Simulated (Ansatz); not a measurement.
Basis-set extrapolation for C2H8BFSi (`BC[SiH2]CF`) (PBE0-D4/def2-TZVP geometry, frozen core, Ansatz). Multiplicity 1, RHF reference.

```csv
,def2-TZVPP,def2-QZVPP
HF,-493.524067,-493.542539
MP2 correlation,-0.823177,-0.885205
CCSD(T) correlation,-0.909389,not run
```

Energies in hartree. Use E(X) = E(∞) + A·exp(−7.88·√X) for Hartree–Fock and E(X) = E(∞) + B·X^(−2.97) for correlation, with X = 3 and 4, and add CCSD(T) minus MP2 of the smaller set to the MP2 limit.

What is the CCSD(T) energy at the basis-set limit?

HF limit: -493.542539 + (-0.018472) × 0.13774 = -493.54508. MP2 limit: -0.885205 + (-0.062028) × 0.74074 = -0.93115. Higher-order term: -0.909389 − (-0.823177) = -0.08621. Total: -494.56244 hartree, 338.6 kJ/mol below CCSD(T)/def2-TZVPP.
